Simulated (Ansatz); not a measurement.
Consider the redistribution: `N[SiH](F)[SiH2]O` + `O[SiH](S)CCl` → `N[SiH](F)CCl` + `O[SiH2][SiH](O)S`.

Calculated with Ansatz (gas phase, PBE0-D4/def2-TZVP geometries, no zero-point term in ΔE). CCSD(T)/CBS is the MP2 limit (def2-TZVPP, def2-QZVPP) plus CCSD(T) − MP2 in def2-TZVPP, frozen cores. DFT in def2-TZVPP. B3LYP here is the variant with VWN-RPA as its local correlation; programs differ in this. One conformer a species, not always the lowest.

**Question.** Is it downhill or uphill in electronic energy at CCSD(T)/CBS, and by how much? (Estimate.)

**Answer.** Ansatz gave: Downhill: ΔE = -5.5 kJ/mol.

**Question.** What do these levels give: B3LYP-D4, B2PLYP, MP2/def2-TZVPP, SCS-MP2/def2-TZVPP, CCSD/def2-TZVPP, MP2/CBS(def2)? (Best estimate.)

**Answer.** Ansatz gave: B3LYP-D4 -6.1, B2PLYP -6.5, MP2/def2-TZVPP -5.2, SCS-MP2/def2-TZVPP -5.6, CCSD/def2-TZVPP -6.4, MP2/CBS(def2) -5.1 kJ/mol.

Largest T1 diagnostic among the species: 0.012.

In def2-TZVPP, CCSD(T) changes the Hartree–Fock value by +4.0 kJ/mol (the triples alone add +0.8 kJ/mol) and MP2 by +4.4 kJ/mol.
